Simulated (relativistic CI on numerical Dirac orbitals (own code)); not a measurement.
**Tb XLVII: q coefficients and field-shift factors**

Method of calculation: Dirac-Coulomb-Breit CI, orbitals from a KLI potential per configuration, derivatives by finite differences, unscaled Slater integrals, QED left out (own radial code, finite nucleus).

CI space (outside the closed core [Ne]): 3s2 3p6 3d, 3s2 3p5 3d2, 3s 3p6 3d2, 3s2 3p6 4s, 3s2 3p6 4p, 3p6 3d3, 3p5 3d4. Double excitations out of closed p, d and f shells are left out; levels of such configurations are missing from the list, as are those of other unlisted configurations, and high levels can miss mixing partners.

With x = (α/α₀)² − 1 an excitation energy changes as ω = ω₀ + qx; K = 2q/ω₀ is the relative enhancement. Terms are leading LS components, so labels can repeat. The field-shift factor is F = δν/δ⟨r²⟩ for the transition from the lowest level.

Lowest level 3s2 3p6 3d 2D_3/2.

| Level | ω₀ (cm⁻¹) | q (cm⁻¹) | K | F (GHz/fm²) |
| --- | --- | --- | --- | --- |
| 3s2 3p6 3d 2D_5/2 | 336143 | 339200 | 2.02 | 5.19 |
| 3s2 3p5 3d2 4D°_3/2 | 1716008 | 87610 | 0.102 | 10.1 |
| 3s2 3p5 3d2 4D°_1/2 | 1716791 | 111900 | 0.13 | 10.2 |
| 3s2 3p5 3d2 4F°_5/2 | 1764211 | 89130 | 0.101 | 10.3 |
| 3s2 3p5 3d2 2G°_7/2 | 1787877 | 77660 | 0.0869 | 10.1 |
| 3s2 3p5 3d2 4P°_3/2 | 1929645 | 117700 | 0.122 | 10.5 |
| 3s2 3p5 3d2 4D°_5/2 | 2015877 | 413800 | 0.411 | 15 |
| 3s2 3p5 3d2 4G°_9/2 | 2050551 | 408700 | 0.399 | 15.2 |
| 3s2 3p5 3d2 4F°_7/2 | 2065621 | 423400 | 0.41 | 15.4 |
| 3s2 3p5 3d2 4D°_3/2 | 2092815 | 423600 | 0.405 | 14.8 |
| 3s2 3p5 3d2 4P°_5/2 | 2108235 | 420400 | 0.399 | 15.3 |
| 3s2 3p5 3d2 2H°_11/2 | 2122850 | 419100 | 0.395 | 15.7 |
| 3s2 3p5 3d2 2G°_7/2 | 2134356 | 415000 | 0.389 | 15.3 |
| 3s2 3p5 3d2 4P°_1/2 | 2177855 | 424000 | 0.389 | 14.9 |
| 3s2 3p5 3d2 2F°_7/2 | 2206955 | 422900 | 0.383 | 15.8 |
| 3s2 3p5 3d2 4D°_5/2 | 2222086 | 422400 | 0.38 | 15.7 |
| 3s2 3p5 3d2 2G°_9/2 | 2241082 | 433200 | 0.387 | 16 |
| 3s2 3p5 3d2 2D°_3/2 | 2242522 | 428100 | 0.382 | 15.6 |
| 3s2 3p5 3d2 2D°_3/2 | 2361353 | 468900 | 0.397 | 9.06 |
| 3s2 3p5 3d2 4G°_11/2 | 2397520 | 722700 | 0.603 | 20.4 |
| 3s2 3p5 3d2 2F°_5/2 | 2423675 | 501800 | 0.414 | 14.5 |
| 3s2 3p5 3d2 2F°_5/2 | 2444246 | 698600 | 0.572 | 19 |
| 3s2 3p5 3d2 2P°_1/2 | 2468246 | 501700 | 0.406 | 12.8 |

At this charge energies of transitions that change n are usually good to better than 1 %, and those within a shell (Δn = 0) to a few per cent.
